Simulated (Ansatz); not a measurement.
Process, species as SMILES: [Br][Zn][Br] → [Br][Zn][Br] as doublet, charge -1 (an electron is taken up)

Wanted: adiabatic electron affinity (0 K, with zero-point energies), in eV. Positive where the reaction releases energy. Conventions: open shells spin-unrestricted; no spin-orbit coupling; non-relativistic; 6-31G* and kin with 6d, 5d where marked; no dispersion term unless named; valence correlation only (noble-gas shells and the d and f shells of earlier blocks); LANL2DZ with its own core potentials from Na on. First-principles rows: single points at B3LYP-D3(BJ) geometries (Ansatz, a program for electronic structure), with unscaled harmonic terms from B3LYP/6-31G* (LANL2DZ past Ar) (Ansatz) at its own minima. The spin state of an ion or metal species was assumed, not searched.

```json
[
 {"level": "HF/3-21G", "program": "Ansatz", "adiabatic electron affinity (0 K, with zero-point energies) (eV)": "1.03"},
 {"level": "HF/6-31G*", "program": "Ansatz", "adiabatic electron affinity (0 K, with zero-point energies) (eV)": "0.93"},
 {"level": "PBE/LANL2DZ", "program": "Ansatz", "adiabatic electron affinity (0 K, with zero-point energies) (eV)": "1.79"},
 {"level": "PBE/def2-SVP", "program": "Ansatz", "adiabatic electron affinity (0 K, with zero-point energies) (eV)": "0.77"},
 {"level": "B3LYP/6-31G", "program": "Ansatz", "adiabatic electron affinity (0 K, with zero-point energies) (eV)": "1.50"},
 {"level": "B3LYP/6-31G*", "program": "Ansatz", "adiabatic electron affinity (0 K, with zero-point energies) (eV)": "1.15"},
 {"level": "B3LYP/def2-SVP", "program": "Ansatz", "adiabatic electron affinity (0 K, with zero-point energies) (eV)": "0.90"},
 {"level": "PBE0/6-31G*", "program": "Ansatz", "adiabatic electron affinity (0 K, with zero-point energies) (eV)": "1.05"},
 {"level": "MP2/3-21G", "program": "Ansatz", "adiabatic electron affinity (0 K, with zero-point energies) (eV)": "0.81"},
 {"level": "MP2/6-31G*", "program": "Ansatz", "adiabatic electron affinity (0 K, with zero-point energies) (eV)": "0.82"},
 {"level": "r2SCAN-D4/def2-TZVPD", "program": "Ansatz + dftd4", "adiabatic electron affinity (0 K, with zero-point energies) (eV)": "1.35"},
 {"level": "wB97M-V/def2-TZVPD", "program": "Ansatz", "adiabatic electron affinity (0 K, with zero-point energies) (eV)": "1.22"}
]
```

No value to compare with is used here. The 10 habitual levels span 0.77 (PBE/def2-SVP) to 1.79 eV (PBE/LANL2DZ); wB97M-V/def2-TZVPD gives 1.22.

The levels are drawn from those run, B3LYP/6-31G* more often than the rest, none by its result; left out are runs that failed, that the program found above a lower state of the same kind, or whose <S^2> lies over 0.5 above the pure value.
